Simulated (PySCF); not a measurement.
Isomers of C3H4O4, one conformer each; single-point electronic energies without zero-point terms and without any empirical dispersion term.

Level: B3LYP/def2-SVPD in PySCF, non-relativistic, each on one gas-phase PBE0-D3(BJ)/def2-SVP geometry that isn't relaxed in the solvent. The solvent is an IEF-PCM continuum (cavity from Bondi-type radii × 1.2). Specific hydrogen bonds and non-electrostatic terms are outside this model.

| isomer | relative energy, gas (kcal/mol) | dipole (D) |
| --- | --- | --- |
| `O=COCC(=O)O` | 0.0 | 2.45 |
| `O=COCOC=O` | 11.0 | 0.11 |

How do the relative energies look in tetrahydrofuran (ε = 7.426)?

```json
{"isomer": "`O=COCC(=O)O`", "relative energy, solvent (kcal/mol)": "0.0", "E(solvent) − E(gas) (kcal/mol)": "-8.5", "dipole in solvent (D)": "3.10"}
{"isomer": "`O=COCOC=O`", "relative energy, solvent (kcal/mol)": "12.8", "E(solvent) − E(gas) (kcal/mol)": "-6.7", "dipole in solvent (D)": "0.12"}
```

The order is unchanged. Conformers: `[O:1]=[CH:2][O:3][CH2:4][C:5](=[O:6])[OH:7]` with O1–C2–O3–C4 -4°, C2–O3–C4–C5 -77°, O3–C4–C5–O6 -1°, C4–C5–O7–H 180°; `[O:1]=[CH:2][O:3][CH2:4][O:5][CH:6]=[O:7]` with O1–C2–O3–C4 2°, C2–O3–C4–O5 86°, O3–C4–O5–C6 88°, C4–O5–C6–O7 2°. `O=COCC(=O)O` gains most from the continuum, and it has the largest gas-phase dipole. The gains span 1.8 kcal/mol, the gas-phase energies 11.0 kcal/mol.
